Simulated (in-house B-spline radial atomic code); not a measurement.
Two electrons outside the [Ar] 3d10 4s2 core: Se2+

Computed with an all-electron radial atomic-structure program (B-spline basis): configuration interaction (CI) of the two valence electrons in the field of the frozen Dirac-Fock core, alone and with many-body perturbation theory for the core (screened one- and two-electron correlation potentials), Breit and QED terms; no-pair Dirac Hamiltonian, finite nucleus. Labels give the configuration (outer n counted up each series) and the leading LS term, or the jj pair where no LS term holds 70 %.

The outer s² shell of this core is soft: its mixing with p² is only treated to second order, so levels can be several per cent off.

Command:
```bash
python run_mb.py task.json out
```
Settings (nuclear radius in fm, box in bohr, cutoff in hartree):
```
basis_form          3
Z                   34
core_configuration  [Ar] 3d10 4s2
rms_radius          4.14
mass_number         80
speed_of_light      137.036
box_radius          22.5
lmax                6
intervals           65
virtual_cutoff      2312.0
```

Cost of the run: 3.4 min on 1 thread of Arm Neoverse N1, on a shared host.

Excitation energies (cm⁻¹):

| level | purity of the LS term | CI alone | CI + MBPT + Breit + QED | Landé g of the LS mixture |
| --- | --- | --- | --- | --- |
| 4p2 3P0 | 0.985 | 0 | 0 | - |
| 4p2 3P1 | 1.0 | 1717 | 1733 | 1.50 |
| 4p2 3P2 | 0.95 | 3925 | 3901 | 1.48 |
| 4p2 1D2 | 0.95 | ? | ? | ? |
| 4p2 1S0 | 0.985 | ? | ? | ? |

Q: Where does 4p2 1S0 lie?

A: 27282 cm⁻¹ in CI alone and 29120 cm⁻¹ with all corrections.

Q: Where does 4p2 1D2 lie?

A: 13778 cm⁻¹ in CI alone and 12221 cm⁻¹ with all corrections; g = 1.03.

Q: What is the first ionisation energy?

A: 31.707 eV to the 4p1/2 state of the next ion (30.673 eV from CI alone). NIST lists 31.697 ± 0.019 eV (measured).
